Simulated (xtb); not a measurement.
C2HF3O2, charge -1, doublet, at the geometry of the source list (a state made from the parent by changing its charge; the spin is typed, not shown lowest). Base run: GFN2-xTB (xtb).

xtb was given this input:
```
$ xtb mol.xyz --gfn 2 --chrg -1 --uhf 1 --json

# file mol.xyz
8

O      1.24100000    -0.78730000     0.34200000
C      0.60540000     0.29700000    -0.04900000
O      1.08720000     1.34450000    -0.34540000
C     -0.93040000     0.01890000    -0.07510000
F     -1.37440000    -0.33420000     1.13520000
F     -1.61140000     1.09280000    -0.46180000
F     -1.22270000    -0.97700000    -0.91730000
H      2.20530000    -0.65460000     0.37150000
```

The base run was repeated with changes; each row names its change, and settings that it needs were set with it.

| change | ΔE vs base (kcal/mol) | SCF cycles |
|---|---|---|
| base | 0.000 | 11 |
| acc = 0.1 | 0.000 | 12 |
| acc = 0.0001 | 0.000 | 16 |
| etemp = 5000 | -0.070 | 11 |
| gbsa = thf | -54.97 | 10 |

ALPB and GBSA are two models with their own fitted parameters for each solvent, which aren't always the measured dielectric constant.
